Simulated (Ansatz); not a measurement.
Gas-phase electronic energies from Ansatz, PBE0-D4/def2-TZVP geometries. CCSD(T)/CBS adds triple-zeta CCSD(T) − MP2 to the extrapolated MP2 energy (def2 sets, frozen cores). DFT in def2-TZVPP. B3LYP here is the variant with VWN-RPA as its local correlation; programs differ in this. One conformer a species, not always the lowest.

`O[SiH](O)[AlH2]` + `FC[SiH2][SiH3]` → `O[SiH]([AlH2])CF` + `O[SiH2][SiH3]`  (redistribution)

Is it downhill or uphill in electronic energy at CCSD(T)/CBS, and by how much? (An estimate is asked.)

Ansatz gave: Uphill: ΔE = +21.5 kJ/mol.

What do these levels give: PBE-D4, B3LYP-D4, HF/def2-TZVPP, CCSD/def2-TZVPP, CCSD(T)/def2-TZVPP, HF/CBS(def2)? (An estimate is asked.)

Computed: PBE-D4 22.0, B3LYP-D4 21.1, HF/def2-TZVPP 18.2, CCSD/def2-TZVPP 21.3, CCSD(T)/def2-TZVPP 22.0, HF/CBS(def2) 17.9 kJ/mol.

Largest T1 diagnostic among the species: 0.013.

In def2-TZVPP, CCSD(T) changes the Hartree–Fock value by +3.8 kJ/mol (the triples alone add +0.7 kJ/mol) and MP2 by +4.0 kJ/mol.
